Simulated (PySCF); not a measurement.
H2SSeTe, SMILES S[Te][SeH].

The structure is a stationary point at PBE0-D3(BJ)/def2-SVP. The def2 effective core potentials stand for the cores of Te; spin–orbit coupling is left out. Other conformers were not sampled.

Calculation: ωB97X/def2-TZVPD (PySCF).

Isolated molecule, no solvent.

| Quantity | Value |
|---|---|
| total energy | -3069.09759 hartree |
| highest occupied level | -8.95 eV |
| lowest empty level | -0.19 eV |
| orbital gap | 8.76 eV |
| dipole moment | 1.48 D |
| quadrupole, principal values (traceless, Buckingham form, about the centre of nuclear charge) | -3.76, -0.33, 4.09 D·Å |
| mean static polarisability | 96.4 bohr³ (14.29 Å³) |
| polarisability, principal values | 73.6, 88.9, 126.7 bohr³ |
